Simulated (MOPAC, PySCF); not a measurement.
C3H9In, SMILES `[CH3][In]([CH3])[CH3]`, neutral singlet in the gas phase. 

Cartesian coordinates (Å):
SMILES: [CH3][In]([CH3])[CH3]
```xyz
13

C      1.8448    -1.1193    -0.2640
In    -0.0076     0.0111    -0.0012
C     -1.9192    -1.0479    -0.0019
C      0.0667     2.1784     0.2644
H      2.0703    -1.6623     0.6562
H      1.7332    -1.8520    -1.0641
H      2.6832    -0.4626    -0.4929
H     -2.6991    -0.4563     0.4763
H     -2.2200    -1.2440    -1.0334
H     -1.8293    -2.0069     0.5089
H     -0.9277     2.6207     0.2212
H      0.5104     2.4100     1.2349
H      0.6943     2.6313    -0.5044
```
Charge 0, spin multiplicity 1.

All levels are single points at this geometry (B3LYP-D3(BJ)/def2-TZVP); Pople sets use spherical d functions. Orbital energies aren't observables, and empty levels follow the basis.

```json
[
 {"level": "B3LYP-D3(BJ)/def2-TZVP in PySCF", "HOMO (eV)": "-6.75", "LUMO (eV)": "-1.18", "gap (eV)": "5.57", "dipole (D)": "0.00", "vertical IE, Delta-SCF (eV)": "8.83"},
 {"level": "B3LYP/6-311+G** (LANL2DZ on In) in PySCF", "HOMO (eV)": "-6.85", "LUMO (eV)": "-1.01", "gap (eV)": "5.83", "dipole (D)": "0.01", "vertical IE, Delta-SCF (eV)": "–"},
 {"level": "B3LYP/LANL2DZ in PySCF", "HOMO (eV)": "-6.63", "LUMO (eV)": "-0.82", "gap (eV)": "5.81", "dipole (D)": "0.04", "vertical IE, Delta-SCF (eV)": "–"},
 {"level": "PBE/6-31G* (LANL2DZ on In) in PySCF", "HOMO (eV)": "-5.58", "LUMO (eV)": "-1.35", "gap (eV)": "4.22", "dipole (D)": "0.03", "vertical IE, Delta-SCF (eV)": "–"},
 {"level": "HF/6-31G* (LANL2DZ on In) in PySCF", "HOMO (eV)": "-9.58", "LUMO (eV)": "1.67", "gap (eV)": "11.25", "dipole (D)": "0.01", "vertical IE, Delta-SCF (eV)": "–"},
 {"level": "PM7 in MOPAC", "HOMO (eV)": "-10.31", "LUMO (eV)": "1.05", "gap (eV)": "11.36", "dipole (D)": "0.05", "vertical IE, Delta-SCF (eV)": "–"}
]
```
